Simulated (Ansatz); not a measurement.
Isomers of FGeH5OSi, relaxed with PBE0-D4/def2-TZVP in Ansatz; electronic energies, one conformer each and not always the lowest. Functionals use def2-TZVPP; CBS adds triple-zeta CCSD(T) − MP2 to the MP2 limit of def2-TZVPP and def2-QZVPP.

Outer-core shells of Ge are correlated without core-valence functions. Scalar relativity is left out up to krypton. Spin–orbit coupling is left out.

Q: Order them by energy at frozen-core CCSD(T)/CBS, lowest first. (Best estimate.)
A. `F[SiH2][O][GeH3]`
B. `[F][GeH2][O][SiH3]`
C. `[OH][GeH]([F])[SiH3]`

A: A (0.0 kJ/mol), B (85.9 kJ/mol), C (171.1 kJ/mol).

Q: How do PBE0-D4, r2SCAN-D4, B3LYP-D4, B2PLYP place them (kJ/mol, against `F[SiH2][O][GeH3]`)? (Best estimate.)

A: The calculation gave: 
| isomer | PBE0-D4 | r2SCAN-D4 | B3LYP-D4 | B2PLYP |
| --- | --- | --- | --- | --- |
| `[OH][GeH]([F])[SiH3]` | 151.1 | 161.2 | 163.9 | 170.1 |
| `[F][GeH2][O][SiH3]` | 81.5 | 82.3 | 82.1 | 82.3 |

B3LYP here is the variant with VWN-RPA as its local correlation; programs differ in this.
